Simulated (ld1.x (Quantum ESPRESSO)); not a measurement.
# Scattering properties, TM semilocal potential for B

B, norm-conserving Troullier–Martins (semilocal form), made with ld1.x (Quantum ESPRESSO) 7.5 (BLYP, non-relativistic). Core [He], reference 2s2 2p0 (charge +1). Waves: 2s (bound): rc 1.05 bohr; 2p (bound, empty): rc 1.75 bohr. Local part: the p channel. Core correction: Bessel-smoothed model core inside 0.60 bohr.

The phase is arctan(r·u′/u) with u = r·R(r), unwrapped; energies in Ry, scanned from -3 to 5 Ry. A pole is an energy at which the radial function vanishes at the test radius. The pseudo phase is shifted by a multiple of π to meet the all-electron one at the reference energy, and phase errors are pseudo minus all-electron; the curves can meet again beyond the range given. Levels narrower than the energy grid can be missing from the lists of poles.

```
channel  radius (bohr)  reference energy (Ry)  poles, all-electron  poles, pseudo  unbroken range about the reference energy with phases within 0.05 rad  phase error 1 Ry above the reference energy (rad)
      s           1.91                  -1.43                 0.56           0.53                                                              below 3.4                                             -0.002
      p           1.91                  -0.98                 0.53           0.57                                                              below 2.6                                             +0.005
```

Phases in the s channel:

```
E (Ry)  all-electron  pseudo
 -3.00         1.012   1.011
 -2.52         0.818   0.816
 -2.04         0.380   0.379
 -1.56        -0.453  -0.453
 -1.08        -1.059  -1.059
 -0.60        -1.324  -1.325
 -0.12        -1.460  -1.462
  0.36        -1.544  -1.547
  0.84        -1.604  -1.609
  1.32        -1.653  -1.661
  1.80        -1.698  -1.709
  2.28        -1.743  -1.759
  2.76        -1.792  -1.818
  3.24        -1.851  -1.894
  3.72        -1.929  -2.007
  4.20        -2.043  -2.203
  4.68        -2.233  -2.603
```
